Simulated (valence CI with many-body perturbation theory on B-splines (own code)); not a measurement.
Which ion has this spectrum?

A relativistic CI+MBPT calculation for an atom or ion with 31 electrons gives these levels (cm⁻¹):

| J | Parity | E | g |
| --- | --- | --- | --- |
| 1/2 | odd | 0 | 0.66 |
| 3/2 | odd | 464111 | 1.33 |
| 1/2 | even | 640056 | 2.27 |
| 3/2 | even | 1018562 | 1.67 |
| 5/2 | even | 1074957 | 1.38 |
| 3/2 | even | 1157319 | 0.96 |
| 1/2 | even | 1180272 | 1.20 |
| 5/2 | even | 1499764 | 1.40 |
| 3/2 | even | 1549881 | 0.88 |
| 1/2 | even | 1644839 | 1.86 |
| 5/2 | even | 1678480 | 1.21 |
| 3/2 | even | 1679536 | 1.14 |
| 3/2 | odd | 1806795 | 1.33 |
| 3/2 | odd | 2062553 | 0.50 |

The energies are calculated, and their last digits are not significant.

Q: Which is it?
A. Tb34+
B. Yb39+
C. Tm38+
D. Ho36+

A: D. Ho36+, ground level (4s^2 4p1/2) J=1/2.
